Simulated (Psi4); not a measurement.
C3H9Al, charge -1, doublet, at a GFN2-xTB geometry (such geometries of metal compounds can be far from the true shape) (a state made from the parent by changing its charge; the spin is typed, not shown lowest) (a gas-phase anion, which may not be bound at this level), atoms displaced at random by about 0.08 Å a coordinate; B3LYP/STO-3G, gradient (Psi4).

The Psi4 input:
```
memory 2 GB

molecule mol {
-1 2
  Al   -0.283789    0.240580    0.468873
  C    -1.337191   -1.557533   -0.430695
  H    -0.721800   -1.861070   -1.180335
  H    -2.124278   -1.251820   -0.882965
  H    -1.313963   -2.302241    0.491925
  C     0.151530    1.586008   -1.222941
  H     0.454512    0.998279   -1.881305
  H     0.559356    2.484258   -0.879885
  H    -1.064799    1.868833   -1.556012
  C     1.495798   -0.265506    1.008220
  H     2.244073    0.498017    1.347850
  H     2.249061   -0.693850    0.144332
  H     1.674811   -1.011163    1.765815
symmetry c1
no_reorient
no_com
}

set basis sto-3g
set reference uks

gradient('b3lyp')
print_variables()
```

The log (banner, timings and long lists left out):

```
gradient() will perform analytic gradient computation.

   => Loading Basis Set <=

    Name: STO-3G
    Role: ORBITAL
    Keyword: BASIS

         ---------------------------------------------------------
                                   SCF
               by Justin Turney, Rob Parrish, Andy Simmonett
                          and Daniel G. A. Smith
                              UKS Reference
         ---------------------------------------------------------

  ==> Geometry <==

    Molecular point group: c1
    Full point group: C1

    Geometry (in Angstrom), charge = -1, multiplicity = 2:

       Center              X                  Y                   Z               Mass
    ------------   -----------------  -----------------  -----------------  -----------------
         AL          -0.283789000000     0.240580000000     0.468873000000    26.981538530000
         C           -1.337191000000    -1.557533000000    -0.430695000000    12.000000000000
         H           -0.721800000000    -1.861070000000    -1.180335000000     1.007825032230
         H           -2.124278000000    -1.251820000000    -0.882965000000     1.007825032230
         H           -1.313963000000    -2.302241000000     0.491925000000     1.007825032230
         C            0.151530000000     1.586008000000    -1.222941000000    12.000000000000
         H            0.454512000000     0.998279000000    -1.881305000000     1.007825032230
         H            0.559356000000     2.484258000000    -0.879885000000     1.007825032230
         H           -1.064799000000     1.868833000000    -1.556012000000     1.007825032230
         C            1.495798000000    -0.265506000000     1.008220000000    12.000000000000
         H            2.244073000000     0.498017000000     1.347850000000     1.007825032230
         H            2.249061000000    -0.693850000000     0.144332000000     1.007825032230
         H            1.674811000000    -1.011163000000     1.765815000000     1.007825032230

  Running in c1 symmetry.

  Rotational constants: A =      0.16184  B =      0.13812  C =      0.08756 [cm^-1]
  Rotational constants: A =   4851.84586  B =   4140.59639  C =   2624.84227 [MHz]
  Nuclear repulsion =  145.886907426857135

  Charge       = -1
  Multiplicity = 2
  Electrons    = 41
  Nalpha       = 21
  Nbeta        = 20

  ==> Algorithm <==

  SCF Algorithm Type is DF.
  DIIS enabled.
  MOM disabled.
  Fractional occupation disabled.
  Guess Type is SAD.
[...]
  @DF-UKS Final Energy:  -357.54825595469754
    Total Energy =                       -357.5482559546975381
[...]

    Deriv               =              1
    GGA                 =           TRUE
    Meta                =          FALSE

    Exchange Hybrid     =           TRUE
    MP2 Hybrid          =          FALSE

   => Exchange Functionals <=

    0.0800   Slater exchange
    0.7200         Becke 88

   => Exact (HF) Exchange <=

    0.2000               HF

   => Correlation Functionals <=

    0.1900   Vosko, Wilk & Nusair (VWN5_RPA)
    0.8100   Lee, Yang & Parr

   => LibXC Density Thresholds  <==

    XC_HYB_GGA_XC_B3LYP:  1.00E-15

   => Molecular Quadrature <=

    Radial Scheme          =       TREUTLER
    Pruning Scheme         =           NONE
    Nuclear Scheme         =       TREUTLER

    Blocking Scheme        =         OCTREE
    BS radius alpha        =              1
    Pruning alpha          =              1
    Radial Points          =             75
    Spherical Points       =            302
    Total Points           =         277382
    Total Blocks           =           2103
    Max Points             =            256
    Max Functions          =             32
    Weights Tolerance      =       1.00E-15

  -Total Gradient:
     Atom            X                  Y                   Z
    ------   -----------------  -----------------  -----------------
       1        0.031914771221    -0.003445878097     0.051708731319
       2       -0.140701135799    -0.005260337070    -0.168632395061
       3       -0.052927554670     0.035101590748     0.046670531120
       4        0.145915093953    -0.035429130704     0.046800815833
       5        0.021445697153    -0.028806125320     0.055324806781
       6        0.218829287600    -0.058159522474    -0.159518371885
       7       -0.086492441815     0.099298849578     0.144550483890
       8       -0.034201894015    -0.030126815855     0.005175608181
       9       -0.084430809383     0.014066839532    -0.016789535359
      10       -0.098455764965     0.015346453762     0.047111902235
      11        0.021635725011    -0.011923048720    -0.003267138752
      12        0.047298685587    -0.012262353144    -0.030025174856
      13        0.010134319624     0.021601435345    -0.019105221070

  Variable Map:
  ----------------------------------------------------------------------------
[...]
  Array Variable Map:
  ----------------------------------------------------------------------------
[...]
[...]
```
